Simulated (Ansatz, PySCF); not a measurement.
Gas-phase reaction R1 + R2 + R3 → 2 P1 + P2, each structure at its B3LYP-D3(BJ)/def2-TZVP stationary point, reached from a drawn start (curvature not checked).
P1: H2 (SMILES [H][H]), charge 0, multiplicity 1.
R1, HCl (SMILES Cl) (charge 0, multiplicity 1, Z-matrix in Å and degrees):
```
Cl
H 1 1.2820
```
R2: HF (SMILES F), charge 0, multiplicity 1.
R3: SiH4 (SMILES [SiH4]), charge 0, multiplicity 1.
P2: ClFH2Si (SMILES F[SiH2]Cl), charge 0, multiplicity 1.

P less R. No zero-point or thermal terms.

Frozen-core correlation throughout.

Programs: Ansatz (Gaussian basis) for Hartree–Fock, density functionals and correlated methods; PySCF for the D3/D4 terms. Each number belongs to the level named beside it.

PBE/def2-TZVPP gives -43.13 kcal/mol for the reaction energy.

How do the other levels lie against it? Give each less PBE: PBE-D3(BJ)/def2-TZVPP, r2SCAN/def2-TZVPP, B3LYP/def2-TZVPP, wB97M-V/def2-TZVPP, B2PLYP/def2-TZVPP, MP2/cc-pV(Q+d)Z, CCSD(T)/cc-pV(Q+d)Z.

PBE-D3(BJ)/def2-TZVPP -0.67; r2SCAN/def2-TZVPP -4.97; B3LYP/def2-TZVPP -1.18; wB97M-V/def2-TZVPP -3.29; B2PLYP/def2-TZVPP -2.67; MP2/cc-pV(Q+d)Z -6.26; CCSD(T)/cc-pV(Q+d)Z -3.08 kcal/mol. 0 of 7 lie above PBE; the widest gap is to MP2/cc-pV(Q+d)Z.

Ansatz is a program for electronic structure.
